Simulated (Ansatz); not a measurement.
Reaction (redistribution): `C[O][Sc]([Cl])[Cl]` + `OB(O)[SiH3]` → `C[O][Sc]([OH])[Cl]` + `OB([SiH3])Cl`

Computed with Ansatz on PBE0-D4/def2-TZVP structures; ΔE is electronic, products minus reactants. CCSD(T)/CBS adds triple-zeta CCSD(T) − MP2 to the extrapolated MP2 energy (def2 sets, frozen cores). Functionals use def2-TZVPP. For Sc outer-core shells are correlated without core-valence functions, which leaves a few kJ/mol of doubt a bond. Scalar relativity is left out up to krypton. Each species was taken in one conformer, which may not be the lowest.

```tsv
level	ΔE (kJ/mol)
revPBE-D4	63.1
BHLYP	77.6
CCSD(T)/def2-TZVPP	69.7
MP2/def2-QZVPP	64.7
```

(1) What does CCSD(T)/CBS give? (Best estimate.)

Largest T1 diagnostic among the species: 0.015.

Answers

(1) Computed: +67.1 kJ/mol. The listed levels differ from it by -4.0, 10.5, 2.6, -2.4 kJ/mol.

In def2-TZVPP, CCSD(T) changes the Hartree–Fock value by −17.3 kJ/mol (the triples alone add −1.5 kJ/mol) and MP2 by −21.2 kJ/mol. From r2SCAN to r2SCAN0 (25 % exact exchange), in def2-TZVPP and without D4, ΔE moves by +3.3 kJ/mol.
